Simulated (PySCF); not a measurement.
Ethylchlorosilane, C2H7ClSi.
Numbering: `[CH3:1][CH2:2][SiH2:3][Cl:4]` (hydrogens: H5, H6, H7 on C1; H8, H9 on C2; H10, H11 on Si3)

Computed with PBE0-D3(BJ)/def2-TZVP geometry optimisation, gas phase (PySCF).

(1) What internal coordinates does the optimisation give?

## Answers

(1) 
| bond | length (Å) | order |
| --- | --- | --- |
| C1–C2 | 1.527 | single |
| C2–Si3 | 1.863 | single |
| Si3–Cl4 | 2.061 | single |
| C1–H5, C1–H6, C1–H7 | 1.093 | single |
| C2–H8, C2–H9 | 1.095 | single |
| Si3–H10, Si3–H11 | 1.484 | single |

Bonds in one row agree within 0.01 Å and their mean is given. Orders are formal, as drawn. A selection of angles:
| angle | degrees |
| --- | --- |
| C2–C1–H5 | 111.6 |
| H5–C1–H6 | 107.4 |
| C1–C2–Si3 | 112.1 |
| C1–C2–H8 | 110.8 |
| Si3–C2–H8 | 108.3 |
| H8–C2–H9 | 106.2 |
| C2–Si3–Cl4 | 110.3 |
| C2–Si3–H10 | 111.1 |
| Cl4–Si3–H10 | 107.4 |
| H10–Si3–H11 | 109.2 |

Dihedral angles: C1–C2–Si3–Cl4 179° (antiperiplanar).

Si3 (chlorine-bound silicon) is tetrahedral (angles from 107.4° to 111.2°). The 4 heavy atoms lie in one plane (0.007 Å rms).

Point group: Cs (every atom within 0.08 Å of its image). Whether it is a minimum is left open (no frequencies). One conformer, not necessarily the lowest.
